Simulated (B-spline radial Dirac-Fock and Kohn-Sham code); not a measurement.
# Scattering functions of Sr⁴⁺

System: Sr⁴⁺, configuration [Ar] 3d10 4s2 4p4.

Model: Dirac-Fock densities. Program: a radial B-spline solver. f₀ is the Fourier transform of the spherical electron density, S the Waller-Hartree incoherent function, and s = sin θ/λ. The electron scattering factor follows from the Mott-Bethe formula f_e = 0.023934 Å⁻¹·(Z − f₀)/s².

| s (Å⁻¹) | f₀ | S | f_e (Å) |
| --- | --- | --- | --- |
| 0 | 34.000 | 0.000 | – |
| 0.07 | 33.336 | 0.731 | 22.780 |
| 0.08 | 33.140 | 0.941 | 18.174 |
| 0.09 | 32.922 | 1.170 | 15.005 |
| 0.11 | 32.424 | 1.682 | 11.029 |
| 0.13 | 31.855 | 2.246 | 8.702 |
| 0.15 | 31.227 | 2.845 | 7.205 |
| 0.18 | 30.203 | 3.776 | 5.760 |
| 0.22 | 28.749 | 5.016 | 4.575 |
| 0.25 | 27.639 | 5.916 | 3.968 |
| 0.3 | 25.836 | 7.326 | 3.235 |
| 0.35 | 24.155 | 8.621 | 2.705 |
| 0.41 | 22.339 | 10.033 | 2.230 |
| 0.49 | 20.229 | 11.712 | 1.772 |
| 0.58 | 18.156 | 13.394 | 1.412 |
| 0.68 | 16.088 | 15.085 | 1.134 |
| 0.8 | 13.854 | 16.925 | 0.903 |
| 0.94 | 11.613 | 18.841 | 0.715 |
| 1.11 | 9.494 | 20.857 | 0.554 |
| 1.31 | 7.793 | 22.830 | 0.421 |
| 1.54 | 6.600 | 24.627 | 0.317 |
| 1.82 | 5.736 | 26.285 | 0.233 |
| 2.14 | 5.031 | 27.708 | 0.172 |

f₀ starts at the number of electrons, 34, and has fallen to half at s ≈ 0.64 Å⁻¹. The sum of ⟨r²⟩ over the electrons is 18.89 bohr². For an ion f_e diverges as s goes to zero, because of the net charge.

Values without a named source are computed, but for edge energies of neutral atoms, which are taken from tables.
